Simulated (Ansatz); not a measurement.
Computed with Ansatz on PBE0-D4/def2-TZVP structures; ΔE is electronic, products minus reactants. CCSD(T)/CBS is the MP2 limit (def2-TZVPP, def2-QZVPP) plus CCSD(T) − MP2 in def2-TZVPP, frozen cores. This one scheme is used for every species. DFT in def2-TZVPP. B3LYP here is the variant with VWN-RPA as its local correlation; programs differ in this. def2 core potentials past Kr. For Sn outer-core shells are correlated without core-valence functions, which leaves a few kJ/mol of doubt a bond.

Consider the formal exchange of groups at the Si–Si bond: `F[Si](F)(F)[SiH3]` + `[SnH4]` → `F[Si](F)(F)[SnH3]` + SiH₄.

```tsv
level	ΔE (kcal/mol)
r2SCAN-D4	-4.4
B97M-V	-2.1
B3LYP	-5.0
SCS-MP2/def2-TZVPP	-5.6
```

Question: What does CCSD(T)/CBS give? (Estimate.)

Answer: Ansatz gave: -5.9 kcal/mol. The listed levels differ from it by 1.5, 3.8, 0.9, 0.3 kcal/mol.

Question: What do rigid-rotor, harmonic-oscillator terms from PBE0-D4/def2-TZVP frequencies (298.15 K, 1 bar) make of the CCSD(T)/CBS value? (Best estimate.)

Answer: The calculation gave: ΔZPE = +0.4 kcal/mol, ΔH = -5.2 kcal/mol, ΔS = 4 J/(mol·K), ΔG = -5.5 kcal/mol.

Largest T1 diagnostic among the species: 0.013.

Leaving LDA and LC-ωPBE aside and taking each functional with its dispersion term where it has one, the values, not all of them listed here, spread over 3.5 kcal/mol, from ωB97M-V to B97M-V.
